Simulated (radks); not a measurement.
Values are calculated unless marked as measured or tabulated.
Spherical quantum dot in the effective-mass picture: electrons in a well V = -V0 / (1 + exp((r - R)/a)) with V0 = 14.4, R = 3.56, a = 0.14, all in effective atomic units (hartree* = m*/eps^2 hartree, bohr* = eps/m* bohr), one dielectric constant everywhere. Level of theory: non-relativistic Kohn-Sham, LDA (Slater exchange, Perdew-Wang correlation), spin-polarised, spherical densities (a radial shooting solver with Libxc functionals). Levels are named by radial order and angular momentum (1s, 1p, 1d, 2s, ...), and open shells are averaged over m. Results are scaled to m* = 0.082 and eps = 13.2, for which hartree* = 12.81 meV and bohr* = 8.518 nm.

N = 14, configuration 1s2 1p6 1d(up 5, down 1). This is the lowest configuration that the search found. Occupied and some empty levels:

level,occupation,eigenvalue (meV),<r> (nm)
1s up,1,-114.99,19.34
1s down,1,-114.19,19.22
1p up,3,-111.94,20.55
1p down,3,-111.08,20.51
1d up,5,-107.01,21.50
1d down,1,-106.13,21.49
1f up,0,-100.48,22.27
1f down,0,-99.588,22.27
2s up,0,-98.634,14.27
2s down,0,-98.217,14.27
2p up,0,-89.914,16.54
2p down,0,-89.382,16.51

Energy (meV): total -1987.34, kinetic 154.72, external -2540.5, Hartree 470.01, exchange-correlation -71.562.
